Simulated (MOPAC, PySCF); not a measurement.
HBCl2S, SMILES `SB(Cl)Cl` (H–S–B–Cl torsion 0°), neutral singlet in the gas phase. 

Cartesian coordinates (Å):
```xyz
5

S      1.1815    -0.7825    -0.0695
B     -0.4629    -0.0722    -0.0060
Cl    -0.7493     1.6538     0.1393
Cl    -1.8264    -1.1736    -0.0966
H      1.8572     0.3745     0.0328
```
Charge 0, spin multiplicity 1.

All levels are single points at this geometry (B3LYP-D3(BJ)/def2-TZVP); Pople sets use spherical d functions. Orbital energies aren't observables, and empty levels follow the basis.

HF/STO-3G in PySCF gives HOMO (eV) = -9.05.

Task: Estimate the HOMO (eV) from each of these levels: B3LYP-D3(BJ)/def2-TZVP in PySCF; PBE-D3(BJ)/def2-TZVP in PySCF; B3LYP/3-21G in PySCF; B3LYP/6-311+G** in PySCF; B3LYP/6-31G* in PySCF; BP86/6-31G* in PySCF; M06-2X/6-31G* in PySCF; SVWN5/6-31G* in PySCF; HF/6-31G* in PySCF; AM1 in MOPAC; PM3 in MOPAC; PM7 in MOPAC.

Result: 
| level | HOMO (eV) |
|---|---|
| B3LYP-D3(BJ)/def2-TZVP in PySCF | -8.09 |
| PBE-D3(BJ)/def2-TZVP in PySCF | -7.13 |
| B3LYP/3-21G in PySCF | -8.35 |
| B3LYP/6-311+G** in PySCF | -8.17 |
| B3LYP/6-31G* in PySCF | -8.05 |
| BP86/6-31G* in PySCF | -7.19 |
| M06-2X/6-31G* in PySCF | -9.51 |
| SVWN5/6-31G* in PySCF | -7.19 |
| HF/6-31G* in PySCF | -11.21 |
| AM1 in MOPAC | -10.46 |
| PM3 in MOPAC | -10.01 |
| PM7 in MOPAC | -10.08 |
